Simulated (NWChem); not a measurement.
System: C$_{5}$H$_{6}$; SMILES C(#CC)C=C

```xyz
11

C      0.4675     2.4201     0.1020
C     -0.4616     1.4737    -0.1046
C     -0.2188     0.0711    -0.0611
C     -0.0578    -1.1310    -0.0338
C      0.1592    -2.5734     0.0045
H      1.5005     2.1685     0.3232
H      0.2099     3.4737     0.0532
H     -1.4860     1.7770    -0.3237
H      0.5315    -2.8940     0.9858
H      0.8970    -2.8851    -0.7457
H     -0.7691    -3.1227    -0.1943
```
Atoms are numbered in this order, from 1.

All runs: NWChem. Pople sets run with spherical d functions. Coordinates come from a B3LYP/6-31G* (spherical d) optimisation. B3LYP is NWChem's, with the RPA form of VWN correlation. Level: B3LYP/6-31G* with SMD (1 M gas to 1 M solution), gas-phase geometry.

For solvent toluene:

```yaml
solvation free energy (kcal/mol): -4.2
cavity-dispersion-structure term (kcal/mol): -1.9
```

Task: What are these values for solvent water?

Result: 
- solvation free energy (kcal/mol) = 0.0
- cavity-dispersion-structure term (kcal/mol) = 4.1
